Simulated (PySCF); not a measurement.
Coordinates in bohr (charge 0 multiplicity 1):
```
I     0.1384    0.0000   -0.5600
S    -3.1436    0.0000    1.9506
F     0.6075    3.6717   -0.5094
F     0.6075   -3.6717   -0.5094
F     3.1715    0.0000    1.4620
```

Computed with PySCF, PBE0, basis I def2-SVP with ECP28, S def2-SVP, F def2-SVP (scalar-relativistic core potentials, no spin–orbit coupling, density fitting).

This geometry of ISF₃ is a stationary point at this level.

Question: What is the point group?

Answer: Cs.

Question: Is it a minimum?

Answer: Yes: all harmonic wavenumbers are real.

Question: Which band is strongest in the infrared?

Answer: 629 cm⁻¹ (a''), 200 km/mol.

Question: Give the atomic charges and bond orders.

Answer: 
```
atom  Mulliken  Löwdin  polar tensor  Mayer order to I1
  I1      1.46    1.35          2.12                  –
  S2     -0.23   -0.21         -0.32               1.71
F3,4     -0.43   -0.40         -0.62               0.74
  F5     -0.37   -0.34         -0.55               0.76
```

This need not be the most stable arrangement of these atoms.
